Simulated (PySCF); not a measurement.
# PbS⁻: frontier orbitals

LC-ωPBE at R = 2.437 Å; Pb def2-SVPD with ECP60, S def2-SVPD; scalar-relativistic core potentials (PySCF 2.14). State: ²Π (doublet), unpaired electrons π ↑. Only the outer orbitals are listed, counted within each symmetry, core potentials removing the inner ones.

```
spin  orbital  occ.  ε (eV)  on Pb (%)           main shells (%)
   α       7σ     1  -15.73         18           81 S s, 14 Pb s
   α       8σ     1  -10.91         75   72 Pb s, 15 S s, 10 S p
   α       4π     1   -4.24         22           78 S p, 23 Pb p
   α       9σ     1   -4.14         40   59 S p, 31 Pb p, 8 Pb s
   α       4π     1   -3.71         15           84 S p, 14 Pb p
   α       5π     1   -1.46         78           73 Pb p, 21 S p
   α       5π     0    4.17         85   76 Pb p, 13 S p, 9 Pb d
   β       7σ     1  -15.58         15           84 S s, 10 Pb s
   β       8σ     1  -10.11         75   73 Pb s, 12 S s, 12 S p
   β       9σ     1   -3.97         40  60 S p, 28 Pb p, 11 Pb s
   β       4π     1   -3.78         11           88 S p, 10 Pb p
   β       4π     1   -3.50          8                    91 S p
   β       5π     0    4.47         86  76 Pb p, 11 S p, 10 Pb d
```

Problem. Which are the highest filled and the lowest empty level, where do they sit, and how wide is the gap?

Solution. Highest filled α 5π at -1.46 eV (in %: 73 Pb p, 21 S p); lowest empty α 5π at 4.17 eV (in %: 76 Pb p, 13 S p, 9 Pb d); the gap at LC-ωPBE is 5.63 eV. Both belong to one degenerate shell, split only by its one-sided filling, so this is no excitation gap. An empty level above zero is unbound, and its energy depends on the basis.

The bond order (Mayer) is 1.48, the ⟨S²⟩ is 0.760 and the charge on Pb (Mulliken, basis-dependent) is 0.10. The charge on Pb (Löwdin, basis-dependent) is -0.09. The dipole moment (positive dipole points towards S; it is taken about the centre of mass and depends on that origin) is -6.90 D.

These are scalar-relativistic numbers at best; spin–orbit coupling would shift them, the dissociation energy most. The state is the lowest determinant that a PBE0 search found; another state may lie lower at other levels.
